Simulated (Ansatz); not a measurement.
Isolated molecules relaxed with PBE0-D4/def2-TZVP in Ansatz; ΔE leaves out vibrations. CBS: MP2 limit from def2 TZ/QZ plus the TZ coupled-cluster correction, frozen cores. Functionals use def2-TZVPP. B3LYP here is the variant with VWN-RPA as its local correlation; programs differ in this. def2 core potentials past Kr. For Sn outer-core shells are correlated without core-valence functions, which leaves a few kJ/mol of doubt a bond. Each species was taken in one conformer, which may not be the lowest.

Consider the ligand exchange at the Sn–N bond: `FC[NH][SnH3]` + `FCS` → `FC[S][SnH3]` + `NCF`.

(1) Is it downhill or uphill in electronic energy at CCSD(T)/CBS, and by how much? (An estimate is asked.)

(2) What do these levels give: PBE-D4, r2SCAN-D4, PBE0-D4, B3LYP-D4, PBE, PBE0, HF/def2-TZVPP, MP2/def2-TZVPP, CCSD/def2-TZVPP, CCSD(T)/def2-TZVPP, HF/def2-QZVPP, SCS-MP2/def2-QZVPP? (An estimate is asked.)

Largest T1 diagnostic among the species: 0.013.

Answers

(1) Ansatz gave: Downhill: ΔE = -0.68 eV.

(2) Computed: PBE-D4 -0.72, r2SCAN-D4 -0.71, PBE0-D4 -0.74, B3LYP-D4 -0.69, PBE -0.71, PBE0 -0.74, HF/def2-TZVPP -0.70, MP2/def2-TZVPP -0.66, CCSD/def2-TZVPP -0.63, CCSD(T)/def2-TZVPP -0.63, HF/def2-QZVPP -0.70, SCS-MP2/def2-QZVPP -0.66 eV.

In def2-TZVPP, CCSD(T) changes the Hartree–Fock value by +0.07 eV (the triples alone add +0.00 eV) and MP2 by +0.04 eV.
